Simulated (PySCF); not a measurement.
Estimate the missing entries of this data sheet.

Compound: methyl p-tolyl sulfide, C8H10S.
InChI=1S/C8H10S/c1-7-3-5-8(9-2)6-4-7/h3-6H,1-2H3

Conformer (atom-mapped SMILES and torsion angles): `[CH3:1][S:2][c:3]1[cH:4][cH:5][c:6]([CH3:7])[cH:8][cH:9]1`: C1–S2–C3–C4 179°.

```tsv
property	level	value
rotational constants A, B, C of the GFN2-xTB geometry	GFN2-xTB	4.096, 0.765, 0.650 GHz
dipole moment	PBE0/pcSseg-1	?
HOMO energy	PBE0/pcSseg-1	-5.90 eV
LUMO energy	PBE0/pcSseg-1	?
13C chemical shifts (computed TMS as zero) by class	GIAO PBE0/pcSseg-1	?
1H chemical shifts (computed TMS as zero) by class	GIAO PBE0/pcSseg-1	7.39 (2 H), 7.14 (2 H), 2.43 (3 H), 2.36 (3 H) ppm
isotropic shieldings of nuclei other than C and H, by class	GIAO PBE0/pcSseg-1	493 (1 S) ppm
```

The electronic properties come from PySCF, for the isolated species, density fitting. NMR classes are plain means over equivalent atoms (diastereotopic ones count apart unless rotation or inversion swaps them), as if these changed places fast; in this geometry the members of some classes differ.

**Question.** Give the 13C chemical shifts (computed TMS as zero) by class.

**Answer.** 144.7 (1 C), 137.8 (1 C), 134.7 (2 C), 127.8 (2 C), 23.5 (1 C), 18.2 (1 C) ppm.

**Question.** What is the LUMO energy?

**Answer.** -0.22 eV.

**Question.** What is the dipole moment?

**Answer.** 1.46 D.

With B = h/(8π²I), that is 505.379 GHz u Å² over I, the principal moments of inertia are 123.4, 660.5 and 777.5 u Å² (most abundant isotopes). The rotational constants make it an asymmetric top with κ = (2B − A − C)/(A − C) = -0.93, nearer the prolate limit (−1). The dipole matches unit charges of opposite sign 0.30 Å apart (1 e·Å = 4.8032 D).

One conformer stands for the species.
